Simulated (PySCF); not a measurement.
All values below come from TPSSh-D3(BJ)/def2-TZVP // PBE0-D3(BJ)/def2-SVP in PySCF. All species are isolated molecules in the gas phase. One relaxed conformer stands for a flexible species; it need not be the lowest. Delta-SCF ions had no search for a lower state. Excitations are Tamm–Dancoff values on a coarser integration grid. The basis has no diffuse functions, so Rydberg states are missing or too high.

Reference species (SMILES): `BC1(C#N)CCCCC1` (neutral, multiplicity 1).

```json
{
 "T1 excitation (TDA)": "4.37 eV",
 "S1–T1 gap (TDA)": "0.84 eV",
 "vertical ionisation energy (Delta-SCF)": "10.23 eV"
}
```

After one change: the T1 excitation (TDA) goes up by 0.91 eV; the S1–T1 gap (TDA) falls by 0.23 eV; the vertical ionisation energy (Delta-SCF) drops by 0.22 eV.

**Question.** What was changed between the two runs? The new species is one of these.
A) `B[C@@H]1CCCC[C@@H]1C#N`
B) `B[C@H]1CC[C@H](C#N)CC1`
C) `B[C@@H]1CCC[C@@H](C#N)C1`
D) `B[C@@H]1CCC[C@H](C#N)C1`

**Answer.** D, `B[C@@H]1CCC[C@H](C#N)C1`
